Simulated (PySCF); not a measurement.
Electronic structure of Be⁺ (beryllium, charge +1) at the UHF level

Configuration: [He] 2p1, 2P determinant (an excited configuration). Computed with PySCF 2.14 in aug-pcseg-2 (5s3p2d, 24 functions), with no relativity, point nucleus.

| Quantity | Value |
| --- | --- |
| Total energy | -14.126165 hartree |
| One-electron energy | -17.4600 hartree |
| Hartree (Coulomb) energy | 5.8202 hartree |
| Exchange energy | -2.4863 hartree |
| Kinetic energy | 14.13857 hartree |
| ⟨S²⟩ | 0.7500 |
| ⟨L²⟩ | 2.000 |
| Sum of ⟨r⟩ | 3.210 bohr |
| Sum of ⟨r²⟩ | 7.527 bohr² |
| Traceless quadrupole moment −½Σ⟨3z² − r²⟩ along its main axis | -2.82 e·bohr² |
| Density at the nucleus (Gaussians lack the cusp) | 33.1 bohr⁻³ |
| Spin density at the nucleus | -0.0344 bohr⁻³ |
| Langevin diamagnetic susceptibility | -5.96 ×10⁻⁶ cm³/mol |

```csv
shell,electrons,mean orbital energy (hartree),"rms radius, mean of both spins (bohr)"
1s α,1,-5.14493,0.486
1s β,1,-5.13049,0.486
2p α,1,-0.51687,2.66
```

Spin-orbit constants ζ (cm⁻¹) from the X2C one-electron operator on these orbitals (non-relativistic here): bare nucleus, nucleus screened by l(l+1)(2l+1)/3 electrons, and screened by the Breit-Pauli mean field of the electrons.

```
shell   bare  screened nucleus  mean field
   2p  12.19             6.097       3.953
```

To first order the Landé constant is A = 3.953 cm⁻¹, so the lowest level has J = 1/2 and lies 0.000490 eV below the centre of the term.
